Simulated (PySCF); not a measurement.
The multiplicity is imposed and other spin states were not computed.

**[Cu(CNH)(CN)] (charge 0, multiplicity 1)**

These are TPSSh-D3(BJ)/def2-TZVP // TPSS-D3(BJ)/def2-SVP run with PySCF values and carry that method's errors.

| Quantity | Value |
|---|---|
| HOMO | -7.07 eV |
| dipole moment | 2.280 e·Å |
| HOMO–LUMO gap | 4.55 eV |
| LUMO | -2.52 eV |
| charge on the central atom (Mulliken) | -0.08 e |
| charge on the central atom (meta-Löwdin) | 0.56 e |
| total energy | -1826.9185 Ha |
| cost | about 2.4 core-minutes (a rough figure) |

Bonded distances (Å): Cu1–C3 1.819, Cu1–C5 1.875, N2–C3 1.176, N2–H4 1.009, C5–N6 1.176. Angles (°): C3–Cu1–C5 180.0, C3–N2–H4 179.9, Cu1–C3–N2 179.9, Cu1–C5–N6 180.0.
